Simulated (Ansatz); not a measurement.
C2H6Al (SMILES [CH3][Al+][CH3]), charge +1, singlet, geometry from GFN2-xTB (such geometries of metal compounds can be far from the true shape). Base run: CCSD(T)/6-311G** in Ansatz (a first-principles code).

The Ansatz input:
Ansatz 0.2 input:
```yaml
crystal:
  periodic: [false, false, false]
  atoms:
    - {symbol: Al, position_ang: [-0.00000000, 0.00000000, -0.00000000]}
    - {symbol: C, position_ang: [1.50720605, 0.20042735, -1.23909353]}
    - {symbol: H, position_ang: [2.19275998, -0.66045124, -1.17828475]}
    - {symbol: H, position_ang: [2.09155963, 1.10777030, -1.01536712]}
    - {symbol: H, position_ang: [1.16035750, 0.27671081, -2.28248740]}
    - {symbol: C, position_ang: [-1.50720605, -0.20042735, 1.23909353]}
    - {symbol: H, position_ang: [-2.07340287, -1.12374067, 1.03486934]}
    - {symbol: H, position_ang: [-2.20884983, 0.64552472, 1.15629899]}
    - {symbol: H, position_ang: [-1.16242441, -0.24581393, 2.28497092]}
basis:
  gaussian:
    orbitals: 6-311G__.json
total_charge: 1
magnetization: {spin_polarized: false}
correlation: {method: ccsd_t}
```
The basis file holds 6-311G** in the JSON format of the Basis Set Exchange.

Variants of this job, named by their change:

| change | ΔE vs base (kcal/mol) | MP2 correlation (Eh) | CC correlation without the perturbative part (Eh) | basis functions |
|---|---|---|---|---|
| base | 0.000 | -0.35715 | -0.39581 | 99 |
| electrons = all | -104.3 | -0.52078 | -0.56101 | 99 |
| fitting = cc-pVTZ-JKFIT (mean field), cc-pVTZ-RIFIT (correlation) | 0.020 | -0.35711 | -0.39580 | 99 |
| accuracy = high | 0.000 | -0.35715 | -0.39581 | 99 |
| lower_state_search = off | 0.000 | -0.35715 | -0.39581 | 99 |
| method = ccsd | 7.85 | -0.35715 | -0.39581 | 99 |
| diis_vectors = 4 | 0.000 | -0.35715 | -0.39581 | 99 |
| electrons = outside_noble_gas | 0.000 | -0.35715 | -0.39581 | 99 |
| method = rpa | -21.65 | - | - | 99 |
| method = bccd | 8.17 | -0.35715 | -0.39529 | 99 |
